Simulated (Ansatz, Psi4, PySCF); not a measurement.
NO (SMILES [N]=O), doublet, at a GFN2-xTB geometry, atoms displaced at random by about 0.03 Å a coordinate. Base run: B3LYP/cc-pVDZ, gradient in PySCF.

Input for PySCF:
```python
from pyscf import gto, scf, dft

mol = gto.Mole()
mol.atom = '''
    N     0.04091781   -0.01551910   -0.60741166
    O    -0.00148010   -0.02842755    0.60569667
'''
mol.basis = 'cc-pvdz'
mol.spin = 1
mol.verbose = 4
mol.build()

mf = dft.UKS(mol)
mf.xc = 'b3lyp'
mf.kernel()
g = mf.nuc_grad_method()
grad = g.kernel()
```

Programs used: Ansatz (a program for electronic structure), Psi4, PySCF; a row that names a program was run with it.

The coordinate followed is z of atom 2.

Each row names what was changed in the base input (with any setting that the change needs).

```csv
change,dE/dx (Eh/bohr),net force (Eh/bohr)
base,0.102417,0.000002
finite difference step (bohr) = 1e-4; conv_tol = 1e-11,0.102422,-
grids.level = 1; grid_response = on,0.102445,0.000000
code = ansatz,0.102424,0.000000
code = psi4,0.102349,0.000002
density fitting = on; auxbasis_response = off,0.103274,0.000612
conv_tol = 1e-6,0.102379,0.000002
density fitting = on,0.102405,0.000002
finite difference step (bohr) = 0.01; conv_tol = 1e-11,0.102371,-
finite difference step (bohr) = 1e-3; conv_tol = 1e-11,0.102421,-
finite difference step (bohr) = 0.05; conv_tol = 1e-11,0.101168,-
grids.level = 0; grid_response = off,0.101383,0.004396
```

The net force is zero for an exact gradient.

Open shells are given as the SCF converged; they aren't shown to be the lowest states, and a large step between rows can be another state.
